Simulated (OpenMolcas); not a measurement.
## C+: CASPT2 settings compared

```yaml
Program: OpenMolcas 26.06
Basis: ANO-L-VQZP [5s4p3d2f]
Scalar_Hamiltonian: non-relativistic, point nucleus
Active_space: 3 electrons in 4 orbitals (2s 2p)
State_averaging: 2S+1 = 4 odd, 1 root (0 in the spin-orbit step); 2S+1 = 2 odd, 3 roots; 2S+1 = 4 even, 3 roots; 2S+1 = 2 even, 9 roots
Spin-orbit_coupling: state interaction with AMFI integrals over the reference wave functions, term energies averaged over their components
```

Methods on the same reference wave functions:
A. CASSCF
B. SS-CASPT2, IPEA 0.1 Eh, sigma2 regulariser 0.1 Eh (closed shells correlated: 1s)
C. XMS-CASPT2, IPEA 0.5 Eh, sigma1 regulariser 0.3 Eh (closed shells correlated: none)
D. XMS-CASPT2, IPEA 0.1 Eh, imaginary shift 0.2 Eh (closed shells correlated: 1s)

Energies in cm⁻¹ above 2s² 2p ²P°_1/2, the measured ground level; measured values from NIST Handbook of Basic Atomic Spectroscopic Data.

```json
{"Level": "2s² 2p ²P°_1/2", "A": "0.0", "B": "0.0", "C": "0.0", "D": "0.0", "Measured": "0.0"}
{"Level": "2s² 2p ²P°_3/2", "A": "59.3", "B": "59.3", "C": "59.3", "D": "59.3", "Measured": "63.4"}
{"Level": "2s 2p² ⁴P_1/2", "A": "37853", "B": "41740", "C": "42080", "D": "42040", "Measured": "43003"}
{"Level": "2s 2p² ⁴P_3/2", "A": "37873", "B": "41760", "C": "42100", "D": "42060", "Measured": "43025"}
{"Level": "2s 2p² ⁴P_5/2", "A": "37908", "B": "41790", "C": "42130", "D": "42100", "Measured": "43054"}
{"Level": "2s 2p² ²D_3/2", "A": "81285", "B": "74500", "C": "75950", "D": "73890", "Measured": "74933"}
{"Level": "2s 2p² ²D_5/2", "A": "81286", "B": "74500", "C": "75950", "D": "73890", "Measured": "74930"}
{"Level": "2s 2p² ²S_1/2", "A": "103093", "B": "97960", "C": "98720", "D": "97990", "Measured": "96494"}
```

Deviations, from unrounded energies. A percentage is the sum of absolute deviations over the sum of measured energies, with the sign that they share, or ± where signs differ.

| Against measurement | Levels | A | B | C | D |
| --- | --- | --- | --- | --- | --- |
| mean absolute deviation (cm-1) | 7 | 5000 | 870 | 1000 | 920 |
| fine structure of the ground term (%) | 1 | -6.5 | -6.5 | -6.5 | -6.5 |
| other configurations (%) | 6 | ±9.3 | ±1.6 | ±1.9 | ±1.7 |

B lies closest to measurement on these levels and A furthest from it. The largest miss of B in the table is 2s 2p² ²S_1/2, by +1500 cm-1. The ranking rests on the paired levels alone, and a cruder setting can come out closer through cancelling errors.

Among B to D the level of the table that moves most is 2s 2p² ²D_3/2, by 2100 cm-1 (lowest in D, highest in C). Moves below CASPT2's spread within the term are not significant.

The mean deviations of B to D differ by less than CASPT2's widest spread within a term (420 cm-1), so their order carries little weight.

The lowest spin-free term lies below A's lowest term by 0.043 hartree in B, 0.035 hartree in C, 0.045 hartree in D.

CASPT2 does not keep the components of a term degenerate, so their means are used; among the terms shown or strongly mixed into the levels shown the widest spread is 420 cm-1 (2s 2p² ²D, C). Without dynamic correlation excited terms often stand tens of per cent too high (terms of higher spin than the ground term too low), and those without a measured partner can miss by more than the paired ones (holds for A). Computed and measured levels are paired by configuration, term and J; levels that our copy of the source lacks, or whose pairing is in doubt (as where it misses far off the trend of its configuration), stay unpaired and out of the deviations. Only configurations of the active space appear. The table leaves out levels that lie high or whose names do not pair safely across all columns.

° marks odd parity.
